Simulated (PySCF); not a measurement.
CH₄FGaO, singlet, geometry from GFN2-xTB (such geometries of metal compounds can be far from the true shape), atoms displaced at random by about 0.03 Å a coordinate; R2SCAN/6-31G, gradient (PySCF).

Input for PySCF:
```python
from pyscf import gto, scf, dft

mol = gto.Mole()
mol.atom = '''
    Ga    0.034794    0.016306    0.029886
    F    -1.365157   -1.082071    0.120241
    C     0.002199    1.598632   -1.142793
    H     0.683040    1.545614   -1.947141
    H     0.345547    2.487769   -0.510268
    H    -1.032239    1.797259   -1.469303
    O     1.339608   -0.483061    1.032407
    H     1.287314   -1.329767    1.535081
'''
mol.basis = '6-31g'
mol.charge = 0
mol.spin = 0
mol.verbose = 4
mol.build()

mf = dft.RKS(mol)
mf.xc = 'r2scan'
mf.conv_tol = 1e-4
mf.kernel()
g = mf.nuc_grad_method()
grad = g.kernel()
```

Question: What does PySCF print? Leave out banner, timings and long lists.

Answer: 
```
PySCF version 2.14.0

[INPUT] verbose = 4
[INPUT] num. atoms = 8
[INPUT] num. electrons = 58
[INPUT] charge = 0
[INPUT] spin (= nelec alpha-beta = 2S) = 0
[INPUT] symmetry False subgroup None
[INPUT] Mole.unit = angstrom
[INPUT] Symbol           X                Y                Z      unit          X                Y                Z       unit  Magmom
[INPUT]  1 Ga     0.034794000000   0.016306000000   0.029886000000 AA    0.065751130778   0.030813874187   0.056476354959 Bohr   0.0
[INPUT]  2 F     -1.365157000000  -1.082071000000   0.120241000000 AA   -2.579772847033  -2.044817837334   0.227222558944 Bohr   0.0
[INPUT]  3 C      0.002199000000   1.598632000000  -1.142793000000 AA    0.004155507748   3.020976653966  -2.159565787070 Bohr   0.0
[INPUT]  4 H      0.683040000000   1.545614000000  -1.947141000000 AA    1.290758532123   2.920787154294  -3.679563215912 Bohr   0.0
[INPUT]  5 H      0.345547000000   2.487769000000  -0.510268000000 AA    0.652989193165   4.701202071183  -0.964266770130 Bohr   0.0
[INPUT]  6 H     -1.032239000000   1.797259000000  -1.469303000000 AA   -1.950649005095   3.396327284910  -2.776580264002 Bohr   0.0
[INPUT]  7 O      1.339608000000  -0.483061000000   1.032407000000 AA    2.531492234276  -0.912852991459   1.950966479084 Bohr   0.0
[INPUT]  8 H      1.287314000000  -1.329767000000   1.535081000000 AA    2.432670896318  -2.512895439485   2.900882669023 Bohr   0.0

nuclear repulsion = 288.543962829363
number of shells = 34
number of NR pGTOs = 172
number of NR cGTOs = 62
basis = 6-31g
ecp = {}

******** <class 'pyscf.dft.rks.RKS'> ********
method = RKS
initial guess = minao
damping factor = 0
level_shift factor = 0
DIIS = <class 'pyscf.scf.diis.CDIIS'>
diis_start_cycle = 1
diis_space = 8
diis_damp = 0
SCF conv_tol = 0.0001
SCF conv_tol_grad = None
SCF max_cycles = 50
direct_scf = True
direct_scf_tol = 1e-13
XC library pyscf.dft.libxc version 7.1.2
    S. Lehtola, C. Steigemann, M. J. T. Oliveira, and M. A. L. Marques,  SoftwareX 7, 1–5 (2018)
XC functionals = r2scan
    J. W. Furness, A. D. Kaplan, J. Ning, J. P. Perdew, and J. Sun,  J. Phys. Chem. Lett. 11, 8208–8215 (2020)
    J. W. Furness, A. D. Kaplan, J. Ning, J. P. Perdew, and J. Sun,  J. Phys. Chem. Lett. 11, 9248–9248 (2020)
    J. W. Furness, A. D. Kaplan, J. Ning, J. P. Perdew, and J. Sun,  J. Phys. Chem. Lett. 11, 8208–8215 (2020)
    J. W. Furness, A. D. Kaplan, J. Ning, J. P. Perdew, and J. Sun,  J. Phys. Chem. Lett. 11, 9248–9248 (2020)
radial grids:
    Treutler-Ahlrichs [JCP 102, 346 (1995); DOI:10.1063/1.469408] (M4) radial grids

becke partition: Becke, JCP 88, 2547 (1988); DOI:10.1063/1.454033
pruning grids: <function nwchem_prune>
grids dens level: 3
symmetrized grids: False
atomic radii adjust function: <function treutler_atomic_radii_adjust>
small_rho_cutoff = 0
Set gradient conv threshold to 0.01
Initial guess from minao.
tot grids = 102600
init E= -2139.55482050336
  HOMO = -0.369346883849335  LUMO = -0.0888210233450444  gap/eV = 7.63350
cycle= 1 E= -2139.77550224842  delta_E= -0.221  |g|= 1.08  |ddm|= 2.67
  HOMO = -0.093017704465113  LUMO = 0.0165308287757115  gap/eV = 2.98097
cycle= 2 E= -2138.93453073332  delta_E= 0.841  |g|= 2.26  |ddm|= 2.69
  HOMO = -0.268750703141034  LUMO = -0.0322343650179286  gap/eV = 6.43594
cycle= 3 E= -2139.98514579996  delta_E= -1.05  |g|= 0.275  |ddm|= 2.01
  HOMO = -0.277326813930614  LUMO = -0.0374387716872566  gap/eV = 6.52769
cycle= 4 E= -2140.00254087995  delta_E= -0.0174  |g|= 0.132  |ddm|= 0.379
  HOMO = -0.281331161118603  LUMO = -0.0367108471997102  gap/eV = 6.65646
cycle= 5 E= -2140.00589035869  delta_E= -0.00335  |g|= 0.0443  |ddm|= 0.115
  HOMO = -0.279460548813081  LUMO = -0.0353957378355676  gap/eV = 6.64134
cycle= 6 E= -2140.00627303148  delta_E= -0.000383  |g|= 0.012  |ddm|= 0.0425
  HOMO = -0.280600452368843  LUMO = -0.0351765386961764  gap/eV = 6.67832
cycle= 7 E= -2140.00630590289  delta_E= -3.29e-05  |g|= 0.00334  |ddm|= 0.0129
  HOMO = -0.28163807643317  LUMO = -0.0353875652885369  gap/eV = 6.70082
Extra cycle  E= -2140.00630226608  delta_E= 3.64e-06  |g|= 0.0055  |ddm|= 0.00637
converged SCF energy = -2140.00630226608

******** <class 'pyscf.grad.rks.Gradients'> for <class 'pyscf.dft.rks.RKS'> ********
unit = Eh/Bohr
grid_response = False
--------------- RKS gradients ---------------
         x                y                z
0 Ga     0.0251550103    -0.0195575148     0.0308854602
1 F     0.0001915814     0.0002166955    -0.0009009528
2 C     0.0119763165    -0.0200148615    -0.0475450971
3 H    -0.0145520163     0.0061420895     0.0240206826
4 H     0.0096981227     0.0195036523     0.0128255594
5 H    -0.0074399614     0.0019305984     0.0012309484
6 O    -0.0212982743     0.0226576475    -0.0248293351
7 H    -0.0042611904    -0.0114051796     0.0039331391
----------------------------------------------
```
